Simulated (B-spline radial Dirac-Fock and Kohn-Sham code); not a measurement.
**Successive ionisation energies of bismuth: Dirac-Fock against NIST**

These are calculated numbers from a radial finite-basis atomic code; the model is relaxed Dirac-Fock hole states (ΔSCF) with Breit and QED corrections and a finite nucleus. Each value is the difference of the configuration-average energies of two neighbouring ions in their tabulated ground configurations. No correlation. NIST's values refer to the lowest levels; many for high charge states are themselves semi-empirical or theoretical. Where a p, d or f shell is open in either ion the computed value averages over both j values and all terms, while the table refers to the lowest levels; that difference holds spin-orbit splitting (largest in heavy or highly charged ions), term energies where several electrons share open shells, and correlation, and it can reach 10 % or more.

```
  ion  configuration  computed (eV)  NIST (eV)         kind  NIST − computed (eV)
Bi³¹⁺  [Kr] 4d10 4f6         1164.4  1180 ± 60  theoretical                +15.61
Bi³²⁺  [Kr] 4d10 4f5         1223.7  1250 ± 60  theoretical                +26.25
Bi³³⁺  [Kr] 4d10 4f4         1284.2  1310 ± 70  theoretical                +25.82
Bi³⁴⁺  [Kr] 4d10 4f3         1345.7  1380 ± 70  theoretical                +34.33
Bi³⁵⁺  [Kr] 4d10 4f2         1408.2  1440 ± 70  theoretical                +31.77
Bi³⁶⁺  [Kr] 4d10 4f1         1471.8  1500 ± 70  theoretical                +28.17
Bi³⁷⁺      [Kr] 4d10         1795.8   1784 ± 4  theoretical                -11.78
Bi³⁸⁺       [Kr] 4d9         1856.4   1840 ± 4  theoretical                -16.40
Bi³⁹⁺       [Kr] 4d8         1917.7   1902 ± 4  theoretical                -15.65
```

Task: Where in this range is the largest relative jump, and why?

Result: From Bi³⁶⁺ (1471.8 eV) to Bi³⁷⁺ (1795.8 eV), a factor of 1.22. The configuration goes from [Kr] 4d10 4f1 to [Kr] 4d10, so the next electron comes out of a deeper subshell.
